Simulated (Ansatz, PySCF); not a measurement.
Reaction (SMILES): C=C(F)F [1,1-difluoroethene] + 2 C (CH4) → C=C (C2H4) + 2 CF (CH3F) [fluoromethane]
Structures are relaxed separately at B3LYP-D3(BJ)/def2-TZVP in Ansatz (a first-principles code). Frequencies are from Ansatz or PySCF.

Quantity: bond separation energy (0 K, with B3LYP-D3(BJ) harmonic zero-point energies), in kcal/mol. Correlated levels leave the core frozen unless marked. Spin-orbit coupling is left out. Non-relativistic. Basis-set limits of correlation are two-point, X^-3; Hartree-Fock from the larger set. The bracket is a focal-point correction in the basis named.

```
level                           program  bond separation energy (kcal/mol)
-----------------------  --------------  ---------------------------------
HF/cc-pwCVTZ                     Ansatz                               17.1
HSE06-D3(BJ)/def2-TZVPD  Ansatz + dftd3                               22.0
HSE06/def2-TZVPD                 Ansatz                               21.9
LC-wPBE/def2-TZVPD               Ansatz                               22.0
RPA@PBE/cc-pVTZ                  Ansatz                               18.9
MP2/6-31G*                       Ansatz                               25.8
```

What does RI-MP2/CBS(aug-cc-pVTZ,aug-cc-pVQZ)+[CCSD(T)-MP2]/aug-cc-pVTZ (Ansatz) give?

19.0 kcal/mol
